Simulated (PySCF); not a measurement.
A run that did not reach its result, on `BP[SiH2]OC(C)C` (driver script around PySCF, density fitting, GFN2-xTB geometry as the base; each input is a line of settings and coordinates in Å).

Command:
```bash
OMP_NUM_THREADS=1 python probes_run.py task.json out
```
Input:
```
{"job": {"kind": "uv", "xc": "PBE0", "basis": "IGLO-II", "nstates": 12, "ntriplets": 0, "tda": false, "scf": {"diis": false, "max_cycle": 59}}, "charge": 0, "multiplicity": 1}
B      3.003471     0.241198     0.783515
P      2.281719    -1.092883    -0.235928
Si     0.793311    -0.128944    -1.602681
O     -0.394033     0.516144    -0.727796
C     -0.996955     0.049603     0.457709
C     -2.058779    -0.993062     0.129373
C     -1.588325     1.249760     1.187987
H      4.161351     0.379230     0.863313
H      2.285214     0.875050     1.458043
H      3.279711    -1.392372    -1.136392
H      1.229675     1.049827    -2.343578
H      0.351613    -1.227297    -2.469811
H     -0.218011    -0.414216     1.082607
H     -2.788062    -0.569479    -0.557008
H     -1.595714    -1.856238    -0.341729
H     -2.565067    -1.311010     1.036401
H     -2.364653     1.705665     0.578221
H     -2.013356     0.939539     2.138523
H     -0.812912     1.988735     1.371540
```

Output:
```
final grid: 144360 points
cycle   1  E = -851.8792857012  dE =  5.481e-01  |g| = 7.613e-01  |ddm| = 3.170e+00
cycle   2  E = -851.7149762515  dE =  1.643e-01  |g| = 1.196e+00  |ddm| = 1.435e+00
cycle   3  E = -851.4130581947  dE =  3.019e-01  |g| = 1.873e+00  |ddm| = 1.863e+00
cycle   4  E = -846.8521569540  dE =  4.561e+00  |g| = 3.795e+00  |ddm| = 6.528e+00
cycle   5  E = -812.4101581815  dE =  3.444e+01  |g| = 1.208e+01  |ddm| = 1.668e+01
cycle   6  E = -655.3314510117  dE =  1.571e+02  |g| = 1.672e+01  |ddm| = 4.890e+01
cycle   7  E = -514.2920142930  dE =  1.410e+02  |g| = 2.364e+01  |ddm| = 5.573e+01
cycle   8  E = -292.4494871737  dE =  2.218e+02  |g| = 3.853e+01  |ddm| = 4.511e+01
cycle   9  E = -330.4123717350  dE = -3.796e+01  |g| = 3.498e+01  |ddm| = 4.384e+01
cycle  10  E = -335.5814761656  dE = -5.169e+00  |g| = 4.097e+01  |ddm| = 4.120e+01
... (39 lines left out)
cycle  50  E = -330.9823322728  dE = -1.009e+02  |g| = 4.538e+01  |ddm| = 4.637e+01
cycle  51  E = -230.0485459077  dE =  1.009e+02  |g| = 3.866e+01  |ddm| = 4.637e+01
cycle  52  E = -330.9823322728  dE = -1.009e+02  |g| = 4.538e+01  |ddm| = 4.637e+01
cycle  53  E = -230.0485459077  dE =  1.009e+02  |g| = 3.866e+01  |ddm| = 4.637e+01
cycle  54  E = -330.9823322728  dE = -1.009e+02  |g| = 4.538e+01  |ddm| = 4.637e+01
cycle  55  E = -230.0485459077  dE =  1.009e+02  |g| = 3.866e+01  |ddm| = 4.637e+01
cycle  56  E = -330.9823322728  dE = -1.009e+02  |g| = 4.538e+01  |ddm| = 4.637e+01
cycle  57  E = -230.0485459077  dE =  1.009e+02  |g| = 3.866e+01  |ddm| = 4.637e+01
cycle  58  E = -330.9823322728  dE = -1.009e+02  |g| = 4.538e+01  |ddm| = 4.637e+01
cycle  59  E = -230.0485459077  dE =  1.009e+02  |g| = 3.866e+01  |ddm| = 4.637e+01
SCF not converged, last energy = -230.0485459077
```

Time: 63 s wall; peak memory 0.85 GiB. Hardware: an Intel Xeon 6975P-C with one thread (shared host).

**Question.** Diagnose the run.

**Answer.** The energy swings between two values 100 Eh apart, cycle after cycle, with a gradient of 3.9e+01 at cycle 59; DIIS was off. Go back to DIIS. Its energy and orbitals aren't self-consistent and shouldn't be used.

The values belong to the conformer `[BH2:1][PH:2][SiH2:3][O:4][CH:5]([CH3:6])[CH3:7]`: B1–P2–Si3–O4 -64°, P2–Si3–O4–C5 -36°, Si3–O4–C5–C6 -82°.
